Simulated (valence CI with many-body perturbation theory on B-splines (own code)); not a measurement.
The numbers below are computed, except where a source is named.
Pr XXXVII: what the settings do

Method: relativistic CI+MBPT: five valence electrons over a frozen Dirac-Fock core [Ar], radial functions for each j: 6 s, 6 p, 5 d, 5 f, 1 g, with the one-electron correlation potential Σ1 (screened to all orders), the two-electron term Σ2, the three-electron term Σ3, Breit, model QED; selected single and double excitations, second order for the rest, scaled by the run's own slope (own B-spline code, finite nucleus).

No measured spectrum was set against this ion. As an estimate, large intervals hold to a few tenths of a per cent, small ones and those within an open d or f shell to about a per cent. Among the levels kept, up to 570 cm⁻¹ of a level comes from second order outside the variational space, and about a tenth of that is noise between levels of different J, which matters for small intervals. Only levels of the ground parity were solved; by the run's estimate the other parity begins above the list, which can be wrong where configurations are misplaced.

The reference run has the lowest level (3d3/2^4 3d5/2) J=5/2 and an ionisation energy of 2500.97 eV. Its largest variational space holds 9941 state functions.

Levels are named by their leading jj configuration (3d3/2^4 stands for four electrons in 3d with j = 3/2), which in mixed levels can hold well under half, so a name can repeat and another be missing. Letters in brackets count levels of one name in rising energy.

Changed runs:
A. screening of Σ1 on → off
B. cutoff of virtual states (hartree) 6962 → 2790
C. scale of Σ2 1 → 0.5; orbitals per symmetry with explicit Σ2 and valence Breit (the others get mean screening factors) 5 → 4
D. Davidson iteration limit 60 → 2 (bad on purpose)

Excitation energies of the reference run in cm⁻¹, and shifts in cm⁻¹:

```csv
Level,Reference,A,B,C,D
(3d3/2^3 3d5/2^2) J=5/2 [a],129515,+91,-5.7,-936,-0.1
(3d3/2^3 3d5/2^2) J=7/2 [a],202367,+104,-6.2,-306,0
(3d3/2^3 3d5/2^2) J=3/2 [a],209166,+105,-6.4,+594,-0.5
(3d3/2^3 3d5/2^2) J=11/2,212499,+105,-6.4,-1608,-0.5
(3d3/2^3 3d5/2^2) J=9/2,236631,+114,-6.9,-594,0
(3d3/2^3 3d5/2^2) J=5/2 [b],247669,+128,-7.8,+399,+0.1
(3d3/2^3 3d5/2^2) J=1/2,257872,+130,-7.9,+990,-1.3
(3d3/2^3 3d5/2^2) J=7/2 [b],286365,+116,-6.8,+1149,+0.2
(3d3/2^2 3d5/2^3) J=5/2 [a],328652,+200,-12,-666,+0.1
(3d3/2^3 3d5/2^2) J=3/2 [b],350704,+151,-9.1,+1226,-0.3
(3d3/2^2 3d5/2^3) J=7/2 [a],365591,+225,-14,-758,-0.1
(3d3/2^2 3d5/2^3) J=11/2,372210,+224,-14,-2879,-0.6
Ionisation energy (eV),2500.97,-0.08,-0.0052,-4.99,-0.00017
```

Run D: The Davidson iterations stopped at their limit.
